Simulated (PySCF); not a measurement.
Species: C7H12O.
SMILES with atom numbers: `[CH2:1]=[CH:2][CH2:3]/[CH:4]=[CH:5]\[O:6][CH2:7][CH3:8]` (hydrogens: H9, H10 on C1; H11 on C2; H12, H13 on C3; H14 on C4; H15 on C5; H16, H17 on C7; H18, H19, H20 on C8)

The same species was optimised twice, with GFN2-xTB and with PBE0-D3(BJ)/def2-SVP (PySCF), and the same property calculations (PySCF, gas phase) were run on both structures.

```csv
coordinate,GFN2-xTB,PBE0-D3(BJ)/def2-SVP,change
C1=C2 (Å),1.319,1.334,+0.015
C5–O6 (Å),1.362,1.349,-0.013
C7–C8 (Å),1.520,1.508,-0.012
C4=C5 (Å),1.327,1.338,+0.011
O6–C7 (Å),1.412,1.410,-0.002
C2–C3 (Å),1.499,1.501,+0.002
C3–C4 (Å),1.501,1.500,-0.001
C2–C3–C4 (°),110.2,112.1,+1.9
C1–C2–C3 (°),124.5,125.3,+0.8
C5–O6–C7 (°),116.0,116.4,+0.4
C3–C4–C5 (°),124.1,124.5,+0.4
O6–C7–C8 (°),108.3,108.6,+0.3
C4–C5–O6 (°),122.8,122.8,0.0
C1–C2–C3–C4 (°),116,118,+2
C2–C3–C4–C5 (°),111,115,+4
C4–C5–O6–C7 (°),-176,-174,+2
C5–O6–C7–C8 (°),-173,-177,-4
```

Rotational constants: A = 5570, B = 758.8, C = 705.6 MHz (GFN2-xTB) against A = 5570, B = 746.5, C = 692.7 MHz (PBE0-D3(BJ)/def2-SVP). Point groups within 0.08 Å: C1 and C1.

On the GFN2-xTB structure: HOMO (eV) -6.29 [PBE0/pcSseg-1]; LUMO (eV) 0.35 [PBE0/pcSseg-1]; dipole (D) 2.01 [PBE0/pcSseg-1]; GIAO shielding of C1 (ppm) 67.5 [PBE0/pcSseg-1]; GIAO shielding of C2 (ppm) 38.9 [PBE0/pcSseg-1]; GIAO shielding of C3 (ppm) 151.5 [PBE0/pcSseg-1]; GIAO shielding of C4 (ppm) 75.3 [PBE0/pcSseg-1]; GIAO shielding of C5 (ppm) 34.9 [PBE0/pcSseg-1]; GIAO shielding of O6 (ppm) 217.0 [PBE0/pcSseg-1]; GIAO shielding of C7 (ppm) 116.8 [PBE0/pcSseg-1]; GIAO shielding of C8 (ppm) 169.2 [PBE0/pcSseg-1].

Problem. What do these properties become on the PBE0-D3(BJ)/def2-SVP structure?

Solution. 
```json
{"property": "HOMO (eV)", "level": "PBE0/pcSseg-1", "on GFN2-xTB": "-6.29", "on PBE0-D3(BJ)/def2-SVP": "-6.25", "change": "+0.04"}
{"property": "LUMO (eV)", "level": "PBE0/pcSseg-1", "on GFN2-xTB": "0.35", "on PBE0-D3(BJ)/def2-SVP": "0.30", "change": "-0.05"}
{"property": "dipole (D)", "level": "PBE0/pcSseg-1", "on GFN2-xTB": "2.01", "on PBE0-D3(BJ)/def2-SVP": "2.09", "change": "+0.08"}
{"property": "energy, GFN2-xTB geometry as zero (kcal/mol)", "level": "PBE0/pcSseg-1", "on GFN2-xTB": "0.0", "on PBE0-D3(BJ)/def2-SVP": "-0.5", "change": "-0.5"}
{"property": "GIAO shielding of C1 (ppm)", "level": "PBE0/pcSseg-1", "on GFN2-xTB": "67.5", "on PBE0-D3(BJ)/def2-SVP": "63.4", "change": "-4.1"}
{"property": "GIAO shielding of C2 (ppm)", "level": "PBE0/pcSseg-1", "on GFN2-xTB": "38.9", "on PBE0-D3(BJ)/def2-SVP": "35.8", "change": "-3.1"}
{"property": "GIAO shielding of C3 (ppm)", "level": "PBE0/pcSseg-1", "on GFN2-xTB": "151.5", "on PBE0-D3(BJ)/def2-SVP": "150.9", "change": "-0.6"}
{"property": "GIAO shielding of C4 (ppm)", "level": "PBE0/pcSseg-1", "on GFN2-xTB": "75.3", "on PBE0-D3(BJ)/def2-SVP": "74.8", "change": "-0.5"}
{"property": "GIAO shielding of C5 (ppm)", "level": "PBE0/pcSseg-1", "on GFN2-xTB": "34.9", "on PBE0-D3(BJ)/def2-SVP": "33.8", "change": "-1.1"}
{"property": "GIAO shielding of O6 (ppm)", "level": "PBE0/pcSseg-1", "on GFN2-xTB": "217.0", "on PBE0-D3(BJ)/def2-SVP": "215.7", "change": "-1.3"}
{"property": "GIAO shielding of C7 (ppm)", "level": "PBE0/pcSseg-1", "on GFN2-xTB": "116.8", "on PBE0-D3(BJ)/def2-SVP": "116.7", "change": "-0.1"}
{"property": "GIAO shielding of C8 (ppm)", "level": "PBE0/pcSseg-1", "on GFN2-xTB": "169.2", "on PBE0-D3(BJ)/def2-SVP": "167.6", "change": "-1.6"}
```

The heavy atoms differ by 0.046 Å rms after alignment. Among bonds between heavy atoms C1=C2 changes most (+0.015 Å). Changes are differences of the printed values. Neither structure is proved a minimum here.

Conformer computed: `[CH2:1]=[CH:2][CH2:3]/[CH:4]=[CH:5]\[O:6][CH2:7][CH3:8]`: C1–C2–C3–C4 118°, C2–C3–C4–C5 115°, C4–C5–O6–C7 -174°, C5–O6–C7–C8 -177°.
